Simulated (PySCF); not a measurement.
Vertical excitations of a molecule C4H2BrF from TDA-CAM-B3LYP/def2-SVPD (PySCF 2.14.0), as energy in eV (oscillator strength): 4.82 (0.000), 5.54 (0.000), 5.62 (0.179), 6.12 (0.000), 6.23 (0.094), 6.40 (0.019), 6.64 (0.000), 6.89 (0.012), 7.47 (0.017), 7.56 (0.008). Lowest triplet (TDA): 3.21 eV. Coordinates come from a PBE0-D3(BJ)/def2-SVP optimisation. One conformer was computed; it need not be the lowest.

Q: Pick the molecule that these values belong to.
A. C#C/C(F)=C\Br
B. C#C/C(Br)=C\F
C. C#C/C=C(\F)Br

A: B, C#C/C(Br)=C\F
